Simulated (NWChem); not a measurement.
System: phosphorus nitride (PN); SMILES N#P

Here is an NWChem input.

```
start job
memory heap 200 mb stack 900 mb global 1100 mb
geometry units angstroms noautosym nocenter noautoz
  N      0.000000     0.000000     1.012570
  P      0.000000     0.000000    -0.482237
end
basis spherical
  * library def2-tzvp
end
dft
  xc b3lyp
  iterations 150
end
property
  shielding
end
task dft property
```

The geometry was optimised at B3LYP/6-31G* (spherical d).

GIAO values for the isolated, static molecule; σ is the absolute isotropic shielding.

Atoms are numbered as in the input.

Q: What results follow from this input? (B3LYP/def2-TZVP, GIAO.) Quantities: basis functions; σ N1 (ppm); σ P2 (ppm).

A: 
| Item | Value |
|---|---|
| number of basis functions | 68 |
| σ N1 (ppm) | -424.0 |
| σ P2 (ppm) | -89.8 |
